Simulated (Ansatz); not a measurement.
`N[SiH2][SiH2]N` + `O[Si]([SiH3])(Cl)Cl` → `N[SiH2][SiH2]Cl` + `N[Si](O)([SiH3])Cl`  (redistribution)

Program: Ansatz. Geometries: PBE0-D4/def2-TZVP. ΔE: electronic, gas phase. CCSD(T)/CBS is the MP2 limit (def2-TZVPP, def2-QZVPP) plus CCSD(T) − MP2 in def2-TZVPP, frozen cores. Functionals use def2-TZVPP. HSE06 is defined as in plane-wave codes. One conformer a species, not always the lowest.

Task: Is it downhill or uphill in electronic energy at CCSD(T)/CBS, and by how much? (Best estimate.)

Result: Computed: Downhill: ΔE = -3.4 kcal/mol.

Task: What do these levels give: revPBE-D4, r2SCAN0-D4, revPBE, HSE06, MP2/def2-SVP, CCSD(T)/def2-SVP? (Best estimate.)

Result: The calculation gave: revPBE-D4 -2.7, r2SCAN0-D4 -3.5, revPBE -3.1, HSE06 -3.3, MP2/def2-SVP -1.8, CCSD(T)/def2-SVP -1.9 kcal/mol.

Largest T1 diagnostic among the species: 0.012.

At CCSD(T), def2-SVP lies +1.4 kcal/mol from the extrapolated value and def2-TZVPP +0.2 kcal/mol. In def2-TZVPP, CCSD(T) changes the Hartree–Fock value by +1.2 kcal/mol (the triples alone add +0.2 kcal/mol) and MP2 by +1.5 kcal/mol. Leaving LDA and LC-ωPBE aside and taking each functional with its dispersion term where it has one, the values, not all of them listed here, spread over 0.8 kcal/mol, from BHLYP-D4 to revPBE-D4.
